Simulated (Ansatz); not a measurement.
Consider the homolysis of the C–C bond: `FC(F)C(Cl)I` → `Cl[CH]I`• + `F[CH]F`•.

Computed with Ansatz on PBE0-D4/def2-TZVP structures; ΔE is electronic, products minus reactants. CCSD(T)/CBS adds triple-zeta CCSD(T) − MP2 to the extrapolated MP2 energy (def2 sets, frozen cores). Functionals use def2-TZVPP. Open shells (•) are unrestricted, without spin–orbit coupling. def2 core potentials past Kr. For I outer-core shells are correlated without core-valence functions, which leaves a few kJ/mol of doubt a bond. One conformer a species, not always the lowest.

(1) What is ΔE at CCSD(T)/CBS? (Best estimate.)

(2) What do these levels give: PBE-D4, r2SCAN-D4, B97M-V, B2PLYP, PBE, PBE0, CAM-B3LYP, HF/def2-SVP, CCSD/def2-SVP, HF/def2-TZVPP, HF/def2-QZVPP, MP2/def2-QZVPP? (An estimate is asked.)

Largest T1 diagnostic among the species: 0.015.

Results:

(1) The calculation gave: +93.0 kcal/mol.

(2) Computed: PBE-D4 85.1, r2SCAN-D4 82.1, B97M-V 88.2, B2PLYP 85.2, PBE 82.6, PBE0 84.0, CAM-B3LYP 83.6, HF/def2-SVP 65.6, CCSD/def2-SVP 89.1, HF/def2-TZVPP 61.8, HF/def2-QZVPP 61.2, MP2/def2-QZVPP 97.6 kcal/mol.

From PBE to PBE0 (25 % exact exchange), in def2-TZVPP and without D4, ΔE moves by +1.4 kcal/mol. At CCSD(T), def2-SVP lies −2.1 kcal/mol from the extrapolated value and def2-TZVPP −2.6 kcal/mol.
